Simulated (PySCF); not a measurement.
C$_{2}$H$_{7}$B$_{2}$, CH$_{7}$B$_{2}$Si, C$_{2}$H$_{6}$BO, CH$_{5}$B$_{2}$Si (calculated)

Calculation on a computer-drawn molecule: the log of a Hartree-Fock and frozen-core CCSD(T) single point meant for a local Hartree-Fock minimum, with one planted fault or none, to be diagnosed. Offsets are logged minus clean, where the clean run is the same molecule without the fault. The reference is restricted for singlets and unrestricted otherwise, and also for a bond in bohr or an excited solution. Adding or removing an electron swaps singlet and doublet. The excited solution moves the top pair (singlet) or top alpha electron (doublet) to the lowest empty orbital. Highest occupied and lowest empty are orbital energies over both spins, largest force is the largest gradient component, triples share is (T) over the correlation energy, the T1 limit is 0.02 restricted and 0.045 unrestricted, electrons count all cores, a negative frequency is imaginary (commonest isotopes), and the dipole is about the centre of nuclear charge. Program: PySCF 2.14.0.

Common to all runs: meant charge 0; meant multiplicity 2; logged SCF converged yes; logged CC converged yes; logged SCF stable within its kind yes; possible faults no fault, one electron removed, one electron added, multiplicity raised by two, geometry at a saddle point, SCF held on an excited solution, minimal basis STO-3G, one bond length entered in bohr, all coordinates scaled.

(1) C$_{2}$H$_{7}$B$_{2}$

Logged structure:
```xyz
11
C2H7B2
B     -1.2334    -1.9649    -1.4335
C     -0.2670    -0.7896    -1.0645
B      1.0964    -1.0227    -1.8125
C     -0.8747     0.6218    -1.1490
H     -2.4078    -1.9043    -1.6710
H     -0.0634    -1.0723    -0.0118
H      1.4421    -0.2965    -2.7077
H      1.8036    -1.9447    -1.5123
H     -0.1849     1.3804    -0.7696
H     -1.8010     0.6998    -0.5752
H     -1.1053     0.8820    -2.1848
```

* meant basis: cc-pVDZ
* logged electrons: 29
* logged basis functions: 91
* logged spin squared: 0.7537
* logged highest occupied: -8.9239 eV
* logged lowest empty: 1.7673 eV
* logged largest force: 1.959e-05 hartree/bohr
* logged lowest frequency: 131.32 cm⁻¹
* logged T1 diagnostic: 0.01197
* logged D1 diagnostic: 0.036973
* logged triples share: 0.028432
* logged dipole magnitude: 0.97658 debye
* logged energy HF: -129.09439 hartree
* logged energy CCSD(T): -129.59547 hartree
* planted fault: no fault
* HF energy offset from clean run: 0 kcal/mol
* CCSD(T) energy offset from clean run: 0 kcal/mol

Drawn bonds:
```csv
atom,other atom,order
1,2,1
2,3,1
2,4,1
1,5,1
2,6,1
3,7,1
3,8,1
4,9,1
4,10,1
4,11,1
```

(2) CH$_{7}$B$_{2}$Si

Logged structure:
```xyz
11
CH7B2Si
B      0.2156     0.0851     0.5482
C     -0.5308     1.4415     0.5417
B     -1.4421     1.6292    -0.7165
Si    -1.7039     1.3823     2.0566
H      1.3747    -0.1130     0.7787
H      0.7242     3.0545     0.8849
H     -2.1824     0.7533    -1.0711
H     -1.4251     2.6588    -1.3341
H     -0.9178     1.1126     3.2815
H     -2.3598     2.7013     2.2044
H     -2.7353     0.3373     1.8964
```

- meant basis: cc-pV(D+d)Z
- logged electrons: 37
- logged basis functions: 100
- logged spin squared: 1.2862
- logged highest occupied: -9.6242 eV
- logged lowest empty: 1.5075 eV
- logged largest force: 0.044061 hartree/bohr
- logged T1 diagnostic: 0.042664
- logged D1 diagnostic: 0.20717
- logged triples share: 0.036924
- logged dipole magnitude: 0.38625 debye
- logged energy HF: -380.0668 hartree
- logged energy CCSD(T): -380.53093 hartree
- planted fault: one bond length entered in bohr, row 5 of the drawn bonds
- HF energy offset from clean run: 65.07 kcal/mol
- CCSD(T) energy offset from clean run: 65.49 kcal/mol

Drawn bonds:
```csv
atom,other atom,order
1,2,1
2,3,1
2,4,1
1,5,1
2,6,1
3,7,1
3,8,1
4,9,1
4,10,1
4,11,1
```

(3) C$_{2}$H$_{6}$BO

Logged structure:
```xyz
10
C2H6BO
B     -1.0045     0.2290     1.9654
C     -2.4642     0.2107     1.3810
C     -2.7183     1.2617     0.2978
O     -3.4095     0.3127     2.4271
H     -0.6685     0.1568     3.1101
H     -2.5375    -0.7852     0.9072
H     -2.0108     1.1583    -0.5265
H     -3.7287     1.1567    -0.1091
H     -2.6298     2.2702     0.7078
H     -4.2808     0.2224     2.0689
```

- meant basis: cc-pVDZ
- logged electrons: 30
- logged basis functions: 86
- logged spin squared: 0
- logged highest occupied: -17.583 eV
- logged lowest empty: -6.7334 eV
- logged largest force: 0.068998 hartree/bohr
- logged T1 diagnostic: 0.014138
- logged D1 diagnostic: 0.044026
- logged triples share: 0.026786
- logged dipole magnitude: 5.3864 debye
- logged energy HF: -178.4056 hartree
- logged energy CCSD(T): -178.98865 hartree
- planted fault: one electron removed
- HF energy offset from clean run: 183.4 kcal/mol
- CCSD(T) energy offset from clean run: 188.1 kcal/mol

Drawn bonds:
```csv
atom,other atom,order
1,2,1
2,3,1
2,4,1
1,5,1
2,6,1
3,7,1
3,8,1
3,9,1
4,10,1
```

(4) CH$_{5}$B$_{2}$Si

Logged structure:
```xyz
9
CH5B2Si
B      0.2058    -1.1665     1.5302
C      0.2161    -1.6792     0.2384
Si    -0.3995    -0.7873    -1.2386
B     -1.1578     0.9858    -1.2585
H      0.1905    -0.7195     2.6168
H      0.6169    -2.6801     0.0868
H     -0.2402    -1.6141    -2.4524
H     -1.2631     1.6139    -0.2384
H     -1.5278     1.4679    -2.2926
```

- meant basis: cc-pV(D+d)Z
- logged electrons: 35
- logged basis functions: 29
- logged spin squared: 0.9615
- logged highest occupied: -4.6764 eV
- logged lowest empty: 5.4959 eV
- logged largest force: 0.024644 hartree/bohr
- logged T1 diagnostic: 0.041615
- logged D1 diagnostic: 0.16243
- logged triples share: 0.016505
- logged dipole magnitude: 0.84027 debye
- logged energy HF: -374.51316 hartree
- logged energy CCSD(T): -374.73563 hartree
- planted fault: minimal basis STO-3G
- HF energy offset from clean run: 2802 kcal/mol
- CCSD(T) energy offset from clean run: 2941 kcal/mol

Drawn bonds:
```csv
atom,other atom,order
1,2,1
2,3,2
3,4,1
1,5,1
2,6,1
3,7,1
4,8,1
4,9,1
```
